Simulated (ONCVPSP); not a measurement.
# Pseudopotential generation for Se: ONCV, revPBE, scalar-relativistic.

* Element: selenium
* Generator: ONCVPSP 4.0.1
* Type: optimised norm-conserving Vanderbilt (ONCV)
* Functional: revPBE
* Relativity: scalar-relativistic
* Frozen core: [Ne]
* Valence charge: 24
* Reference configuration: 3s2 3p6 3d10 4s2 4p4
* Partial waves: 3s+4s: rc 0.80 bohr, ncon 3, nbas 6, qcut 14.1 1/bohr, 2 projectors; 3p+4p: rc 0.90 bohr, ncon 4, nbas 8, qcut 15.6 1/bohr, 2 projectors; 3d: rc 0.95 bohr, ncon 4, nbas 8, qcut 13 1/bohr, 2 projectors, debl 2.1 Ha
* Local potential: polynomial inside 0.65 bohr (lpopt 1, dvloc0 0 Ha)
* Core correction: polynomial model core, fcfact 0.6

Results:

* Cutoffs needed: 169 Ha and 270 Ha (the cutoffs (Ha) at which the residual kinetic energy of the hardest occupied pseudo-wave falls to 1 and 0.1 mHa per electron)
* Ghost test: ghosts flagged at negative energy: p at -3863.7 eV; no localised positive-energy state flagged; a true bound ghost makes a file unfit for plane-wave use
* Largest excitation error: +61 meV (all-electron minus pseudo) for 3s2 3p6 3d10 4s2 4p1, out of 4 test configurations
* rms error of d²Exc/dni dnj: 1.39 mHa without and 1.58 mHa with the model core

Generation and tests took about 5.2 s on one core of a shared server CPU.
